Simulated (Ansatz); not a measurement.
```yaml
crystal:
  periodic: [false, false, false]
  atoms:
    - {symbol: Sr, position_ang: [-1.037675, 0.938876, 4.086089]}
    - {symbol: Sr, position_ang: [1.105700, -0.930333, -4.070230]}
    - {symbol: Sr, position_ang: [-0.068025, -0.008533, -0.015850]}
basis:
  gaussian: {orbitals: def2-mTZVP, point_charges: [{charge: -1.00, position_ang: [4.981, 0.774, -0.310]}]}
total_charge: 1
magnetization: {spin_polarized: true, initial_magnetization: 1}
hamiltonian: {xc: {name: r2SCANh}}
scf: {omitted_lower_state_checks: [starts]}
```

```sh
$ ansatz run in.yaml --threads 4 --pin off --events-out ev --progress --plain --max-ram 3916MiB
```

Shortened log:

```
Functional definition: r2SCANh
939 factors; their error is unknown
mean field evaluation 1: about -2503.1913 eV, gradient 6.6e0 eV
mean field evaluation 2: about -2502.8119 eV, gradient 9.4e0 eV
mean field evaluation 4: about -2503.7293 eV, gradient 5.9e-1 eV
mean field evaluation 8: about -2503.7614 eV, gradient 9.3e-2 eV
mean field evaluation 16: about -2503.7624 eV, gradient 1.9e-3 eV
mean field -2503.76235469 eV, -92.0115694238 hartree, gradient 2.5e-5 eV, S^2 0.982053; 0 other end points of the search recorded, 0 dependent functions left out
reference -2503.76240671 eV, -92.0115713354 hartree; 15, 14 occupied and 84, 85 virtual orbitals, 939 factors
Total energy: -2503.76240671 eV, -92.0115713354 hartree
Checks for a lower state left out: starts
```

It took 6.5 s on 4 threads of Arm Neoverse V2 on a shared host.

In the def2 sets Sr takes a core potential; there is no spin–orbit coupling. The charge 1 doublet is spin-contaminated (final ⟨S²⟩ up to 0.98, 0.75 for a pure state).
